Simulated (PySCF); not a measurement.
Excitations are Tamm–Dancoff values on a coarser integration grid. The basis has no diffuse functions, so Rydberg states are missing or too high.

Cartesian coordinates (Å):
```xyz
10

C      2.2324    -0.3265    -0.6862
C      1.0910    -0.2409    -0.3176
C     -0.2410    -0.0635     0.1423
C     -1.1911    -1.0005     0.0631
C     -0.5704     1.2661     0.7485
O     -1.6541     1.5523     1.1773
H      3.2396    -0.4195    -1.0181
H     -0.9971    -1.9743    -0.3669
H     -2.1821    -0.7769     0.4404
H      0.2727     1.9838     0.7750
```
Charge 0, spin multiplicity 1.

Problem. Give the brightest of the four lowest singlets (TDA), HOMO, S1–T1 gap (TDA), LUMO and total energy at the level PySCF 2.14.0 with ωB97X-D3(BJ)/def2-TZVP // PBE0-D3(BJ)/def2-TZVP.

Solution. 
- brightest of the four lowest singlets (TDA) = 5.51 eV
- HOMO = -9.88 eV
- S1–T1 gap (TDA) = 0.71 eV
- LUMO = -0.19 eV
- total energy = -268.2532 Ha
